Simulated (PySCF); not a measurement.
PySCF input:

```python
from pyscf import gto, scf, dft

mol = gto.M(
    atom='''
    Bi   -0.00000000   -0.00000000   -1.31947480
    Bi    0.00000000    0.00000000    1.31947480
    ''',
    basis='def2-tzvpd',
    ecp='def2-tzvp',
    charge=0,
    spin=0,
    verbose=4,
)

mf = dft.RKS(mol, xc='bp86').density_fit(auxbasis='def2-universal-jkfit')
mf.grids.level = 3
mf.conv_tol = 1e-9
mf.max_cycle = 100
mf.max_memory = 1500
mf.kernel()
if not mf.converged:
    mf = mf.newton()
    mf.kernel(mf.make_rdm1())
mf.analyze()
```

Task: Which total energy does the run end on?

Result: -429.63639 Eh (BP86/def2-TZVPD).
